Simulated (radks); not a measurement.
Task: These are the eigenvalues of the occupied orbitals of an atom or ion with whole-number occupations (eV). Method: non-relativistic Kohn-Sham, r2SCAN, spin-polarised, spherical densities, point nucleus; meta-GGA in the generalised Kohn-Sham scheme; computed with a radial shooting solver on a logarithmic mesh with Libxc functionals.

1s up: -44236.22
1s down: -44235.94
2s up: -7113.703
2s down: -7113.655
2p up: -6757.428
2p down: -6757.231
3s up: -1658.844
3s down: -1656.180
3p up: -1501.630
3p down: -1499.093
3d up: -1209.490
3d down: -1207.559
4s up: -427.8927
4s down: -422.4446
4p up: -366.4815
4p down: -360.9696
4d up: -257.6948
4d down: -252.0334
5s up: -144.8546
5s down: -138.5390
4f up: -125.8201
5p up: -124.8937

Which element is it, and in what charge state? The configuration may be excited. Open shells, if any, are filled with parallel spins first.

Result: Z = 62, samarium, charge +8: Sm8+ in [Kr] 4d10 4f4 5s2 5p2. The list shows which subshells hold electrons but not how many an open one holds; the 1s level, -1625.7 hartree, gives Z - s = 57.0 by -(Z - s)^2/2, which with screening narrows Z to a few neighbours, and the depths of the outer levels then fix element, charge and occupations together.
